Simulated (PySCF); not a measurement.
# Telling isomers of C₃H₁₂O₂Si₃ apart by NMR

In vacuum, a single conformation, non-relativistic Hamiltonian, rapidly exchanging positions averaged. Structure optimised with GFN2-xTB; shieldings: GIAO PBE0/pcSseg-1; PySCF 2.14.0 with density-fitted response routines.

Referencing at the same level of theory: TMS for $^{1}$H and $^{13}$C. Where no couplings were computed, multiplicities follow the n + 1 count of equivalent neighbours, and m marks all less simple cases (inequivalent or close neighbours, rings, F or P nearby). Shifts are as computed. Against solution values, carbons near 30 ppm lie about +3 ppm off and those near 130 ppm about +5 ppm. Of 1211 compounds with measured shifts, 218 miss one by over three times the rms of a fit or turn the order of signals round; such compounds aren't used in these exercises.

(1) Tabulate the signals of `C[SiH2]CC(=O)O[SiH2][SiH3]`, `CO[SiH2]C([SiH3])([SiH3])C=O`, `CCC(=O)[SiH2]O[SiH2][SiH3]` and their relative energies.

(2) What is the quickest way to tell C[SiH2]CC(=O)O[SiH2][SiH3] from CCC(=O)[SiH2]O[SiH2][SiH3]?

(3) What is the quickest way to tell CO[SiH2]C([SiH3])([SiH3])C=O from CCC(=O)[SiH2]O[SiH2][SiH3]?

(4) What is the quickest way to tell C[SiH2]CC(=O)O[SiH2][SiH3] from CO[SiH2]C([SiH3])([SiH3])C=O?

Results:

(1) 
| SMILES | carbon types | δC | δH | E rel. (kcal/mol) |
| --- | --- | --- | --- | --- |
| C[SiH2]CC(=O)O[SiH2][SiH3] | 1×C 1×CH2 1×CH3 | 182.3, 25.6, -7.1 | 5.05 (q, 2H), 4.39 (m, 2H), 3.82 (t, 3H), 2.03 (t, 2H), 0.24 (t, 3H) | 0.0 |
| CO[SiH2]C([SiH3])([SiH3])C=O | 1×C 1×CH 1×CH3 | 210.1, 54.0, 30.6 | 9.53 (s, 1H), 5.12 (s, 2H), 4.15 (s, 6H), 3.71 (s, 3H) | 26.6 |
| CCC(=O)[SiH2]O[SiH2][SiH3] | 1×C 1×CH2 1×CH3 | 252.4, 45.7, 7.5 | 5.70 (q, 2H), 5.02 (s, 2H), 3.45 (t, 3H), 2.65 (q, 2H), 1.13 (t, 3H) | 0.2 |

Energies are electronic energies at PBE0/pcSseg-1 on these geometries, without zero-point or thermal terms, each for the one conformer computed, which needn't be the lowest.

(2) Both give the same number of carbon signals, with the same numbers of each carbon type, so the positions decide. The first has a carbonyl carbon (C) at 182.3 ppm, the second a carbonyl carbon (C) at 252.4 ppm. In the proton spectra the most deshielded non-exchanging signals are 5.05 (q, 2H) and 5.70 (q, 2H).

(3) Both give the same number of carbon signals, but DEPT or the intensities differ. The first has an aldehyde carbonyl carbon (CH) at 210.1 ppm, the second a carbonyl carbon (C) at 252.4 ppm. In the proton spectra the most deshielded non-exchanging signals are 9.53 (s, 1H) and 5.70 (q, 2H).

(4) Both give the same number of carbon signals, but DEPT or the intensities differ. The first has a carbonyl carbon (C) at 182.3 ppm, the second an aldehyde carbonyl carbon (CH) at 210.1 ppm. In the proton spectra the most deshielded non-exchanging signals are 5.05 (q, 2H) and 9.53 (s, 1H).
